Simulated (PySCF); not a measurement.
AlBr₂, SMILES [Br][Al+][Br], charge +1.

Geometry: B3LYP-D3(BJ)/def2-TZVP. The spin state was assumed, not searched. The isomer is the one that the SMILES or the coordinates give; other isomers of the formula were not compared.

Two levels are set side by side: TDDFT-PBE/def2-SVPD (PySCF) and TDDFT-LC-ωPBE/def2-SVPD (PySCF). Vertical, same geometry. The lowest singlet is HOMO−1→LUMO 100 % with PBE and HOMO−1→LUMO 97 % with the other functional; states are paired by order. Differences are taken from unrounded values.

| quantity | TDDFT-PBE |
|---|---|
| lowest singlet excitation (eV) | 4.30 |
| lowest triplet excitation (TDA) (eV) | 4.01 |

### Question
These are the TDDFT-PBE values. What does TDDFT-LC-ωPBE give? (An estimate is asked for; the answer gives what the named calculation found.)

### Answer

```tsv
quantity	TDDFT-LC-ωPBE	TDDFT-PBE minus TDDFT-LC-ωPBE
lowest singlet excitation (eV)	5.48	-1.18
lowest triplet excitation (TDA) (eV)	5.10	-1.09
```

A lower first singlet is the usual sign of a functional without exact exchange. Differences between two approximate levels are no errors against the true value.

Rough cost on one machine, each run with all the roots and properties that it gave: TDDFT-LC-ωPBE against TDDFT-PBE about 5 times.
